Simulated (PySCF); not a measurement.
C₆H₁₁OPS.
Atom-mapped SMILES: `[CH3:1]/[CH:2]=[CH:3]/[P@H:4](=[S:5])[CH2:6][C:7]([CH3:8])=[O:9]` (hydrogens: H10, H11, H12 on C1; H13 on C2; H14 on C3; H15 on P4; H16, H17 on C6; H18, H19, H20 on C8)

The same species was optimised twice, with GFN2-xTB and with PBE0-D3(BJ)/def2-SVP (PySCF), and the same property calculations (PySCF, gas phase) were run on both structures.

```json
{"coordinate": "P4=S5 (Å)", "GFN2-xTB": "1.930", "PBE0-D3(BJ)/def2-SVP": "1.950", "change": "+0.020"}
{"coordinate": "P4–C6 (Å)", "GFN2-xTB": "1.854", "PBE0-D3(BJ)/def2-SVP": "1.842", "change": "-0.012"}
{"coordinate": "C2=C3 (Å)", "GFN2-xTB": "1.329", "PBE0-D3(BJ)/def2-SVP": "1.337", "change": "+0.008"}
{"coordinate": "C6–C7 (Å)", "GFN2-xTB": "1.513", "PBE0-D3(BJ)/def2-SVP": "1.520", "change": "+0.007"}
{"coordinate": "C3–P4 (Å)", "GFN2-xTB": "1.805", "PBE0-D3(BJ)/def2-SVP": "1.802", "change": "-0.003"}
{"coordinate": "C7–C8 (Å)", "GFN2-xTB": "1.495", "PBE0-D3(BJ)/def2-SVP": "1.499", "change": "+0.004"}
{"coordinate": "C1–C2 (Å)", "GFN2-xTB": "1.484", "PBE0-D3(BJ)/def2-SVP": "1.487", "change": "+0.003"}
{"coordinate": "C7=O9 (Å)", "GFN2-xTB": "1.205", "PBE0-D3(BJ)/def2-SVP": "1.207", "change": "+0.002"}
{"coordinate": "P4–C6–C7 (°)", "GFN2-xTB": "103.3", "PBE0-D3(BJ)/def2-SVP": "110.2", "change": "+6.9"}
{"coordinate": "C6–C7–C8 (°)", "GFN2-xTB": "115.0", "PBE0-D3(BJ)/def2-SVP": "116.4", "change": "+1.4"}
{"coordinate": "C8–C7–O9 (°)", "GFN2-xTB": "124.6", "PBE0-D3(BJ)/def2-SVP": "123.8", "change": "-0.8"}
{"coordinate": "C3–P4–C6 (°)", "GFN2-xTB": "105.0", "PBE0-D3(BJ)/def2-SVP": "104.3", "change": "-0.7"}
{"coordinate": "C2–C3–P4 (°)", "GFN2-xTB": "120.3", "PBE0-D3(BJ)/def2-SVP": "120.9", "change": "+0.6"}
{"coordinate": "C3–P4–S5 (°)", "GFN2-xTB": "116.7", "PBE0-D3(BJ)/def2-SVP": "116.1", "change": "-0.6"}
{"coordinate": "C6–C7–O9 (°)", "GFN2-xTB": "120.3", "PBE0-D3(BJ)/def2-SVP": "119.8", "change": "-0.5"}
{"coordinate": "S5–P4–C6 (°)", "GFN2-xTB": "114.5", "PBE0-D3(BJ)/def2-SVP": "115.0", "change": "+0.5"}
{"coordinate": "C2–C3–P4–S5 (°)", "GFN2-xTB": "3", "PBE0-D3(BJ)/def2-SVP": "1", "change": "-2"}
{"coordinate": "C3–P4–C6–C7 (°)", "GFN2-xTB": "-164", "PBE0-D3(BJ)/def2-SVP": "-167", "change": "-3"}
{"coordinate": "P4–C6–C7–C8 (°)", "GFN2-xTB": "-102", "PBE0-D3(BJ)/def2-SVP": "-94", "change": "+8"}
```

Rotational constants: A = 2209, B = 615.2, C = 535.1 MHz (GFN2-xTB) against A = 2130, B = 599.5, C = 517.0 MHz (PBE0-D3(BJ)/def2-SVP). Point groups within 0.08 Å: C1 and C1.

On the GFN2-xTB structure: HOMO (eV) -6.77 [PBE0/pcSseg-1]; LUMO (eV) -1.06 [PBE0/pcSseg-1]; dipole (D) 4.67 [PBE0/pcSseg-1]; GIAO shielding of C1 (ppm) 163.3 [PBE0/pcSseg-1]; GIAO shielding of C2 (ppm) 24.9 [PBE0/pcSseg-1]; GIAO shielding of C3 (ppm) 58.1 [PBE0/pcSseg-1]; GIAO shielding of P4 (ppm) 320.4 [PBE0/pcSseg-1]; GIAO shielding of S5 (ppm) 806.7 [PBE0/pcSseg-1]; GIAO shielding of C6 (ppm) 133.1 [PBE0/pcSseg-1]; GIAO shielding of C7 (ppm) -20.2 [PBE0/pcSseg-1]; GIAO shielding of C8 (ppm) 148.5 [PBE0/pcSseg-1].

Problem. What do these properties become on the PBE0-D3(BJ)/def2-SVP structure?

Solution. 
```
                                    property          level  on GFN2-xTB  on PBE0-D3(BJ)/def2-SVP  change
                                   HOMO (eV)  PBE0/pcSseg-1        -6.77                    -6.76   +0.01
                                   LUMO (eV)  PBE0/pcSseg-1        -1.06                    -1.10   -0.04
                                  dipole (D)  PBE0/pcSseg-1         4.67                     4.69   +0.02
energy, GFN2-xTB geometry as zero (kcal/mol)  PBE0/pcSseg-1          0.0                     -1.7    -1.7
                  GIAO shielding of C1 (ppm)  PBE0/pcSseg-1        163.3                    161.5    -1.8
                  GIAO shielding of C2 (ppm)  PBE0/pcSseg-1         24.9                     21.7    -3.2
                  GIAO shielding of C3 (ppm)  PBE0/pcSseg-1         58.1                     57.5    -0.6
                  GIAO shielding of P4 (ppm)  PBE0/pcSseg-1        320.4                    321.8    +1.4
                  GIAO shielding of S5 (ppm)  PBE0/pcSseg-1        806.7                    786.3   -20.4
                  GIAO shielding of C6 (ppm)  PBE0/pcSseg-1        133.1                    133.7    +0.6
                  GIAO shielding of C7 (ppm)  PBE0/pcSseg-1        -20.2                    -19.6    +0.6
                  GIAO shielding of C8 (ppm)  PBE0/pcSseg-1        148.5                    147.5    -1.0
```

The heavy atoms differ by 0.098 Å rms after alignment. Among bonds between heavy atoms P4=S5 changes most (+0.020 Å). Changes are differences of the printed values. Neither structure is proved a minimum here.

Conformer computed: `[CH3:1]/[CH:2]=[CH:3]/[P@H:4](=[S:5])[CH2:6][C:7]([CH3:8])=[O:9]`: C2–C3–P4–S5 1°, C3–P4–C6–C7 -167°, P4–C6–C7–C8 -94°.
